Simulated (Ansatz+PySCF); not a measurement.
## singlet H8: levels of theory in one basis

```xyz
8

H     0.0000    0.0000    0.0000
H     0.0000    0.0000    1.0000
H     0.0000    0.0000    2.0000
H     0.0000    0.0000    3.0000
H     0.0000    0.0000    4.0000
H     0.0000    0.0000    5.0000
H     0.0000    0.0000    6.0000
H     0.0000    0.0000    7.0000
```

Basis set: cc-pVDZ (spherical functions). All electrons are correlated. Charge 0, multiplicity 1.

Computed with Ansatz (development build ahead of 0.2.0); each method stands on the lowest determinant of its kind that the runs found. NEVPT2 correlates all electrons. Active spaces start from the frontier orbitals, and the lowest solution found is given.

```json
{"method": "RHF", "E − E(RHF) (eV)": "0.00", "<S²> of the determinant": "0.00"}
{"method": "UHF", "E − E(RHF) (eV)": "-0.09", "<S²> of the determinant": "0.42"}
{"method": "RHF-MP2", "E − E(RHF) (eV)": "-3.83", "<S²> of the determinant": "–"}
{"method": "UHF-MP2", "E − E(RHF) (eV)": "-3.45", "<S²> of the determinant": "0.42"}
{"method": "RHF-CCSD", "E − E(RHF) (eV)": "-4.92", "<S²> of the determinant": "–"}
{"method": "UHF-CCSD", "E − E(RHF) (eV)": "-4.85", "<S²> of the determinant": "0.42"}
{"method": "RHF-CCSD(T)", "E − E(RHF) (eV)": "-5.02", "<S²> of the determinant": "–"}
{"method": "UHF-CCSD(T)", "E − E(RHF) (eV)": "-5.00", "<S²> of the determinant": "0.42"}
{"method": "SC-NEVPT2(8,8)", "E − E(RHF) (eV)": "-4.48", "<S²> of the determinant": "–"}
```

**Question.** What does CASSCF(8,8) give on the same scale?

**Answer.** -2.97 eV.

**Question.** Is a single determinant a sound starting point here?

**Answer.** Only with care. Unrestricted orbitals gain 0.09 eV and <S²> is 0.42 against 0.00 for a pure state, so spin symmetry breaks but gains little energy; restricted orbitals can still serve. The CASSCF(8,8) natural occupations are 1.98, 1.97, 1.94, 1.88, 0.13, 0.06, 0.03, 0.02.

Caution for UHF, UHF-MP2, UHF-CCSD, UHF-CCSD(T): the unrestricted determinant is spin contaminated; the determinant breaks the point group. Caution for RHF-MP2, UHF-MP2, RHF-CCSD, UHF-CCSD, RHF-CCSD(T), UHF-CCSD(T): bonds are stretched, where a single reference can fail. Caution for UHF-MP2: another reference gives a lower total.
